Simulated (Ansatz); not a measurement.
Program: Ansatz. Geometries: PBE0-D4/def2-TZVP. ΔE: electronic, gas phase. CCSD(T)/CBS is the MP2 limit (def2-TZVPP, def2-QZVPP) plus CCSD(T) − MP2 in def2-TZVPP, frozen cores. This one scheme is used for every species. DFT in def2-TZVPP. B3LYP here is the variant with VWN-RPA as its local correlation; programs differ in this. Each species was taken in one conformer, which may not be the lowest.

Consider the ligand exchange at the Si–C bond: `C=C[Si](N)(O)O` + CH₃OH → `CO[Si](N)(O)O` + ethylene.

`C=C[Si](N)(O)O`:

Cartesian coordinates in Å:
```
C 1.336 0.022 1.649
C 0.044 0.130 1.349
Si -0.623 -0.014 -0.371
N 0.660 0.312 -1.456
O -1.221 -1.494 -0.780
O -1.929 0.977 -0.407
H 2.083 -0.147 0.879
H 1.704 0.097 2.669
H -0.661 0.298 2.162
H 1.216 1.144 -1.340
H 0.563 0.078 -2.431
H -0.580 -2.204 -0.846
H -2.591 0.800 -1.077
```

CH₃OH:

```xyz
6

C     0.202   -0.156   -0.248
O    -0.764   -0.075    0.774
H     0.255   -1.200   -0.558
H     1.199    0.148    0.094
H    -0.066    0.446   -1.126
H    -0.826    0.837    1.064
```

`CO[Si](N)(O)O`:

```xyz
13

C     0.335    0.937   -1.717
O     0.921    0.506   -0.513
Si    0.087   -0.146    0.732
N    -0.624   -1.672    0.517
O    -1.114    0.928    1.034
O     1.183   -0.344    1.925
H    -0.428    1.701   -1.538
H    -0.125    0.100   -2.257
H     1.118    1.362   -2.347
H    -0.070   -2.511    0.542
H    -1.481   -1.793    0.008
H    -1.735    0.683    1.721
H     1.934    0.250    1.894
```

`C=C`:

```xyz
6

C    -0.469    0.395   -0.248
C     0.469   -0.395    0.248
H    -1.521    0.136   -0.187
H    -0.226    1.333   -0.735
H     1.521   -0.136    0.187
H     0.226   -1.333    0.734
```

| level | ΔE (kJ/mol) |
| --- | --- |
| PBE-D4 | -101.8 |
| B3LYP-D4 | -115.1 |
| PBE | -102.6 |
| r2SCAN | -115.4 |
| B3LYP | -116.5 |
| HF/def2-TZVPP | -131.0 |
| CCSD/def2-TZVPP | -117.4 |
| HF/def2-QZVPP | -132.2 |

(1) What does CCSD(T)/CBS give? (Estimate.)

Largest T1 diagnostic among the species: 0.011.

## Answers

(1) Computed: -114.5 kJ/mol. The listed levels differ from it by 12.7, -0.6, 11.9, -0.9, -2.0, -16.5, -2.9, -17.7 kJ/mol.

In def2-TZVPP, CCSD(T) changes the Hartree–Fock value by +16.3 kJ/mol (the triples alone add +2.7 kJ/mol) and MP2 by +16.9 kJ/mol. From PBE to PBE0 (25 % exact exchange), in def2-TZVPP and without D4, ΔE moves by −5.3 kJ/mol.
